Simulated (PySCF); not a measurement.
A structure optimised at ωB97X-D3(BJ)/def2-SVP, used in a PySCF frequency run:

```xyz
9

C      1.9080     0.1143     0.5207
C      0.5003     0.0296     0.1317
C     -0.6851    -0.0411    -0.1878
C     -2.0150    -0.1205    -0.5477
H      2.4505    -0.8030     0.2421
H      2.0061     0.2457     1.6112
H      2.4021     0.9692     0.0325
H     -2.5736     0.7777    -0.8259
H     -2.5341    -1.0831    -0.5614
```
Charge 0, spin multiplicity 2.

Task: Write its SMILES and formula.

Result: [CH2]C#CC, C4H5

Task: What are its rotational constants (standard atomic weights)?

Result: 101.40, 3.5653, 3.5208 GHz
